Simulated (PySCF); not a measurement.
Si(H)2(OMe)(NH2) (CH₇NOSi), SMILES CO[SiH2]N. Geometry optimised at PBE-D3(BJ)/def2-SVP. Other conformers were not sampled.

Computed equilibrium geometry at PBE-D3(BJ)/def2-SVP (PySCF confirms it by a frequency run) as Cartesian coordinates in Å, and its point group (one conformer of several):
point group Cs.
```xyz
11

Si     0.4768    -0.5204     0.0000
N     -0.3845    -2.0172     0.0000
O     -0.5583     0.8132     0.0000
C     -0.0817     2.1412     0.0000
H      1.3278    -0.4764    -1.2422
H      1.3278    -0.4764     1.2422
H     -0.9037    -2.2875     0.8390
H     -0.9037    -2.2875    -0.8390
H      0.5365     2.3729    -0.9004
H      0.5365     2.3729     0.9004
H     -0.9483     2.8351     0.0000
```
